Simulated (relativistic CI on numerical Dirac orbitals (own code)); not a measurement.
# Sensitivity of the levels of S XI to α

Computed by Dirac-Coulomb-Breit CI, separate exchange-only KLI orbitals for each configuration, derivatives by finite differences, unscaled Slater integrals, QED left out (own radial code, finite nucleus).

Configuration list (outside the closed core 1s2): 2s²2p², 2s2p³, 2p⁴, 2p³3s, 2s²2p3s, 2p³3p, 2s²2p3p, 2p³3d. Levels of other configurations are missing.

With x = (α/α₀)² − 1 an excitation energy changes as ω = ω₀ + qx; K = 2q/ω₀ is the relative enhancement. Terms are leading LS components, so labels can repeat.

Lowest level 2s²2p² ³P0.

| Level | ω₀ (cm⁻¹) | q (cm⁻¹) |
| --- | --- | --- |
| 2s²2p² ³P1 | 5189 | 6215 |
| 2s²2p² ³P2 | 12347 | 12790 |
| 2s²2p² ¹D2 | 69721 | 11240 |
| 2s²2p² ¹S0 | 129458 | 13280 |
| 2s2p³ ⁵S°2 | 174825 | 21450 |
| 2s2p³ ³D°2 | 356322 | 20870 |
| 2s2p³ ³D°3 | 356561 | 21890 |
| 2s2p³ ³D°1 | 356638 | 21290 |
| 2s2p³ ³P°0 | 418454 | 22920 |
| 2s2p³ ³P°1 | 418498 | 23240 |
| 2s2p³ ³P°2 | 418909 | 24170 |
| 2s2p³ ¹D°2 | 541067 | 23530 |
| 2s2p³ ³S°1 | 542382 | 22360 |

At this charge energies of transitions that change n are usually good to better than 1 %, and those within a shell (Δn = 0) to a few per cent.

(1) Which transition from the lowest level has the largest |K|?

Answers

(1) 2s²2p² ³P1 at 5189 cm⁻¹, K = 2.4.
